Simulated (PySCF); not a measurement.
Harmonic spectrum computed at PBE0 in the def2-TZVPD basis family (core potentials from Rb on, PySCF, no spin–orbit coupling):

```csv
ω (cm⁻¹),IR (km/mol)
461,29.5
1086,73.7
1240,346
```

Q: Which molecule gave it? In each, all ligands are bound to the one heavy central atom.
A. AsO₂⁻ (singlet)
B. SiO₂⁻ (doublet)
C. GaO₂⁻ (singlet)
D. AlO₂⁻ (singlet)
E. PO₂⁻ (singlet)

A: E. It has C2v symmetry with P–O 1.500 Å (×2).
